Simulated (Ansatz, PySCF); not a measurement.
Reaction (SMILES): CCCCCO → C[CH]CCCO + H atom (the C-H bond at the site shown breaks; other sites are not compared here)
Structures are relaxed separately at B3LYP-D3(BJ)/def2-TZVP in Ansatz (a program for electronic structure), one conformer each, not searched for the lowest. Frequencies are from Ansatz or PySCF.
Geometry of the first species:
SMILES: C(CCO)CC
```xyz
18

C      3.1696     0.1734    -0.0486
C      1.8376    -0.4025     0.4226
C      0.6313     0.2773    -0.2210
C     -0.7058    -0.2897     0.2493
C     -1.8992     0.3886    -0.4067
O     -3.1510    -0.0949     0.0705
H      3.2835     0.0664    -1.1301
H      4.0135    -0.3303     0.4262
H      3.2423     1.2380     0.1865
H      1.7625    -0.3112     1.5108
H      1.8039    -1.4750     0.2047
H      0.7056     0.1855    -1.3105
H      0.6658     1.3508    -0.0042
H     -0.7973    -0.1865     1.3345
H     -0.7410    -1.3645     0.0324
H     -1.8353     0.2869    -1.4983
H     -1.8963     1.4565    -0.1801
H     -3.2005    -1.0400    -0.1091
```

Wanted: bond dissociation energy (enthalpy at 298 K, with B3LYP-D3(BJ) rigid-rotor harmonic-oscillator terms), in kcal/mol. Cores are frozen in the correlated levels unless marked. Open shells are spin-unrestricted. No spin-orbit coupling. Non-relativistic unless marked X2C. CBS(X,Y): correlation extrapolated as X^-3; Hartree-Fock from the larger set. [CCSD(T)-MP2]/basis is that difference in the basis named.

```csv
level,program,bond dissociation energy (kcal/mol)
HF/STO-3G,Ansatz,100.6
HF/6-31G*,Ansatz,74.4
HF/cc-pVDZ,Ansatz,73.5
HF/cc-pVQZ,Ansatz,73.8
revPBE-D4/def2-TZVPD,Ansatz + dftd4,92.8
PBE0/6-31G*,Ansatz,95.6
PBE0/def2-SVP,Ansatz,94.3
```

**Question.** Estimate the value at RI-MP2/CBS(cc-pVTZ,cc-pVQZ)+[CCSD(T)-MP2]/cc-pVTZ as computed with Ansatz.

**Answer.** 99.9 kcal/mol, so PBE0/def2-SVP differs from it by -5.6 kcal/mol.
